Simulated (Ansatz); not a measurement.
System: C₂H₇BN (charge -1, singlet). It need not be the lowest isomer of its formula. Whether it binds its extra electron was not tested at this geometry. 
Structure (B3LYP-D3(BJ)/def2-TZVP (Ansatz, an electronic-structure program) minimum search):
```
B
C 1 1.4599
H 2 1.0902 1 122.86
H 2 1.0935 3 113.12 1 177.60
N 1 1.5006 2 123.91 3 174.94
H 5 1.0121 1 114.05 2 17.22
H 5 1.0127 6 108.62 1 -130.01
C 1 1.6177 2 123.44 3 -3.26
H 8 1.0947 1 111.92 2 -0.66
H 8 1.1000 9 107.57 1 -123.43
H 8 1.1020 9 107.04 10 -113.34
```
Charge -1, spin multiplicity 1.

Basis-set convergence of Hartree-Fock and MP2 correlation energies (hartree) with Ansatz. Valence correlation only, unless marked. Spin-orbit coupling is left out. Non-relativistic. This anion needs diffuse functions, which these sets lack.

| basis | functions | E(HF) | E(corr, MP2) |
|---|---|---|---|
| cc-pVDZ | 91 | -158.94110 | -0.55981 |
| cc-pVTZ | 218 | ? | ? |

Task: Fill in the missing entries.

Result: 
- cc-pVTZ, E(HF): -158.99759
- cc-pVTZ, E(corr, MP2): -0.69347
